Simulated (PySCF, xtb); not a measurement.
trifluoro(methoxy)methane (C2H3F3O), SMILES FC(OC)(F)F.

GFN2-xTB run with xtb at its own geometry gives an orbital gap of 12.13 eV and a dipole moment of 3.17 D.

The structure is a stationary point at PBE0-D3(BJ)/def2-SVP.

Problem. What does M06-2X/def2-TZVP run with PySCF give? (Estimate from the structure and the level; the computed values follow.)

Solution. gap 13.20 eV (levels -11.13 and 2.07 eV), dipole 2.43 D.
